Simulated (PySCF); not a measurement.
# From orbital energies to excitation energies

C4H11PSi.
SMILES with atom numbers: `[CH3:1][C@@H:2]1[PH:3][CH2:4][C@@H:5]1[SiH3:6]` (hydrogens: H7, H8, H9 on C1; H10 on C2; H11 on P3; H12, H13 on C4; H14 on C5; H15, H16, H17 on Si6)

Computed with TDDFT CAM-B3LYP/def2-SVPD, vertical, gas phase, core orbitals frozen in the response (PySCF 2.14.0, density-fitted response routines). Geometry: PBE0-D3(BJ)/def2-SVP, one conformer, isolated molecule.

Orbital energies (eV): HOMO-3 -10.62, HOMO-2 -9.87, HOMO-1 -9.83, HOMO -7.88, LUMO 0.98, LUMO+1 1.02, LUMO+2 1.62.

Computed singlets:

```tsv
state	E (eV)	f
S1	5.52	0.037
S2	5.96	0.019
S3	6.81	0.063
S4	7.06	0.017
S5	7.22	0.045
S6	7.39	0.028
S7	7.46	0.084
S8	7.61	0.037
S9	7.70	0.021
S10	7.81	0.219
```

Problem. Which orbital pair leads each of S1 and S2, and how does its energy difference Δε compare with the excitation energy?

Solution. 

```tsv
state	leading configuration	weight	Δε (eV)	E (eV)	E − Δε (eV)	f	other configurations
S1	HOMO→LUMO	0.79	8.86	5.52	-3.34	0.037	H→L+1 (14%)
S2	HOMO→LUMO+1	0.64	8.89	5.96	-2.93	0.019	H→L (12%), H→L+2 (11%)
```

E − Δε runs from -3.34 to -2.93 eV. Among themselves, these states come in the order of their orbital differences.

H and L stand for HOMO and LUMO. The other states: S3 6.81 eV, f 0.063, H→L+3 (44%), H→L+5 (29%); S4 7.06 eV, f 0.017, H→L+5 (26%), H→L+3 (17%), H→L+1 (16%); S5 7.22 eV, f 0.045, H→L+4 (69%), H→L+7 (10%); S6 7.39 eV, f 0.028, H-1→L (41%), H→L+2 (16%), H-1→L+1 (10%); S7 7.46 eV, f 0.084, H→L+2 (37%), H-1→L (18%), H→L+3 (16%); S8 7.61 eV, f 0.037, H-2→L (29%), H→L+6 (26%), H→L+5 (13%); S9 7.70 eV, f 0.021, H→L+6 (26%), H→L+5 (14%), H-2→L (12%); S10 7.81 eV, f 0.219, H-2→L (28%), H-2→L+1 (23%), H→L+6 (13%).

Triplets, Tamm–Dancoff:

| state | E (eV) | λ (nm) | main configurations (H = HOMO, L = LUMO) |
| --- | --- | --- | --- |
| T1 | 4.53 | 273.5 | H→L (70%), H→L+1 (12%) |
| T2 | 5.21 | 238.1 | H→L+1 (40%), H→L+5 (15%), H→L+2 (10%) |
| T3 | 6.37 | 194.6 | H→L+5 (28%), H→L+3 (27%) |
| T4 | 6.65 | 186.5 | H-2→L (44%), H→L+1 (11%) |

Summed over the main configurations (up to three a state, each over 8%) of all 10 singlets, the electron leaves HOMO with weight 5.52, HOMO-2 with weight 0.92 and HOMO-1 with weight 0.69.

The vertical ionisation energy (ΔSCF) is 8.58 eV, 0.77 eV above S10.
